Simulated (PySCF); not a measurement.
Input for PySCF: R-B3LYP/6-31G* on C2H2 (SMILES C#C) with ghost functions, monomers drawn apart or pushed together.

```python
from pyscf import gto, scf, dft, mp
from pyscf.data.elements import chemcore

mol = gto.M(
    atom='''
    C     0.57984850    0.20706780   -0.08788146
    C    -0.17331032   -0.55440019    0.45032234
    H     1.24333082    0.87422337   -0.58317410
    H    -0.83124366   -1.21117353    0.97044363
    ghost-O   -1.22216264   -0.91737282    5.31082498
    ghost-C   -0.53198455   -0.05481997    5.78282866
    ghost-O    0.28310513    0.75369261    5.10093780
    ghost-H   -0.48350826    0.18195941    6.85387051
    ghost-H    0.22990358    0.53178929    4.14887059
    ''',
    basis='6-31g*',
    cart=True,
    charge=0, spin=0, verbose=3, max_memory=1800)
mf = dft.RKS(mol, xc='b3lyp')
mf.conv_tol = 1e-8
mf.max_cycle = 100
mf.kernel()
if not mf.converged:
    mf = mf.newton().run(mf.mo_coeff, mf.mo_occ)
```

**Question.** What total energy does the run end on?

**Answer.** -77.3257 hartree.
